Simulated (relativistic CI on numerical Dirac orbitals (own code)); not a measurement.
# Sensitivity of the levels of Ta to α and to the nuclear radius

These numbers are calculated, not measured: Dirac-Coulomb-Breit CI, separate exchange-only KLI orbitals for each configuration, valence Slater integrals scaled by 0.85, P86 correlation energy added to each configuration, derivatives by finite differences, QED left out (own radial code, finite nucleus).

CI space (outside the closed core [Xe] 4f14): 5d3 6s2, 5d3 6s 6p, 5d4 6s, 5d5, 5d2 6s2 6p, 5d4 6p, 5d 6s2 6p2, 5d 6s 6p3, 6s2 6p3. Double excitations out of closed p, d and f shells are left out; levels of such configurations are missing from the list, as are those of other unlisted configurations, and high levels can miss mixing partners.

With x = (α/α₀)² − 1 an excitation energy changes as ω = ω₀ + qx; K = 2q/ω₀ is the relative enhancement. Terms are leading LS components, so labels can repeat. The field-shift factor is F = δν/δ⟨r²⟩ for the transition from the lowest level.

Lowest level 5d3 6s2 4F_3/2.

| Level | ω₀ (cm⁻¹) | q (cm⁻¹) | K | F (GHz/fm²) |
| --- | --- | --- | --- | --- |
| 5d3 6s2 4F_5/2 | 1600.1 | 1617 | 2.02 | 0.359 |
| 5d3 6s2 4F_7/2 | 3302.9 | 3064 | 1.86 | 0.507 |
| 5d3 6s2 4P_1/2 | 3567.3 | 7790 | 4.37 | -9.48 |
| 5d3 6s2 4P_3/2 | 4164.0 | 6391 | 3.07 | -6.91 |
| 5d3 6s2 4F_9/2 | 4837.5 | 4200 | 1.74 | 0.184 |
| 5d4 6s 6D_1/2 | 5533.8 | 11710 | 4.23 | -13 |
| 5d4 6s 6D_3/2 | 5683.1 | 12590 | 4.43 | -14.5 |
| 5d4 6s 6D_5/2 | 5800.0 | 14520 | 5.01 | -16.5 |
| 5d3 6s2 4P_5/2 | 6868.1 | 7391 | 2.15 | -4.33 |
| 5d4 6s 6D_7/2 | 6929.7 | 17440 | 5.03 | -19.6 |
| 5d4 6s 6D_9/2 | 8032.0 | 17680 | 4.4 | -18.7 |
| 5d3 6s2 2D_3/2 | 9133.3 | 2929 | 0.641 | 0.641 |
| 5d3 6s2 2G_7/2 | 9214.2 | 2205 | 0.479 | 1.14 |
| 5d3 6s 6p 6G°_3/2 | 9766.1 | 1803 | 0.369 | -14.4 |
| 5d3 6s2 2G_9/2 | 10352.7 | 3022 | 0.584 | 0.846 |
| 5d3 6s2 2D_5/2 | 10832.9 | 4449 | 0.821 | 0.298 |
| 5d3 6s 6p 6G°_5/2 | 10870.5 | 2630 | 0.484 | -14 |
| 5d3 6s 6p 4D°_1/2 | 11440.4 | -1830 | -0.32 | -8.47 |
| 5d3 6s2 2P_1/2 | 11577.3 | 2679 | 0.463 | 0.694 |
| 5d3 6s 6p 4D°_3/2 | 12384.0 | -985.7 | -0.159 | -8.62 |
| 5d3 6s 6p 6G°_7/2 | 12409.9 | 4734 | 0.763 | -14.5 |
| 5d2 6s2 6p 4G°_5/2 | 13081.5 | -10940 | -1.67 | 3.32 |
| 5d2 6s2 6p 2S°_1/2 | 13240.8 | -5568 | -0.841 | -1.54 |

For a near-neutral ion this model can misplace configurations by up to about 10,000 cm⁻¹ (more where the count of f electrons changes) and terms by 10 to 25 % of their spread. Rates follow the energies as ν³ (E1, M1) or ν⁵ (E2), so they and the lifetimes can be off by large factors. The fine structure of a lone outer electron comes out too small, for d and f at times inverted, and misplaced configurations move strength between like terms.
